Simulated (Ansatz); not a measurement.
Reaction (cleavage of the Ge–Si bond): `[OH][GeH]([SiH3])[SiH3]` + H–F → `[OH][GeH]([F])[SiH3]` + SiH₄

Computed with Ansatz on PBE0-D4/def2-TZVP structures; ΔE is electronic, products minus reactants. CBS: MP2 limit from def2 TZ/QZ plus the TZ coupled-cluster correction, frozen cores. This one scheme is used for every species. Functionals use def2-TZVPP. HSE06 is defined as in plane-wave codes. For Ge outer-core shells are correlated without core-valence functions, which leaves a few kJ/mol of doubt a bond. Scalar relativity is left out up to krypton. Each species was taken in one conformer, which may not be the lowest.

CCSD(T)/CBS gives -0.58 eV.

Question: Another level gave -0.64 eV. Which?
A. MP2/def2-TZVPP
B. HSE06/def2-TZVPP
C. CAM-B3LYP/def2-TZVPP
D. LC-ωPBE/def2-TZVPP

Answer: A. MP2/def2-TZVPP -0.64, LC-ωPBE -0.69, HSE06 -0.56, CAM-B3LYP -0.83 eV.

Largest T1 diagnostic among the species: 0.013.

From r2SCAN to r2SCAN0 (25 % exact exchange), in def2-TZVPP and without D4, ΔE moves by +0.03 eV. At CCSD(T), def2-SVP lies −0.24 eV from the extrapolated value and def2-TZVPP −0.06 eV. In def2-TZVPP, CCSD(T) changes the Hartree–Fock value by +0.34 eV (the triples alone add +0.03 eV) and MP2 by +0.33 eV.
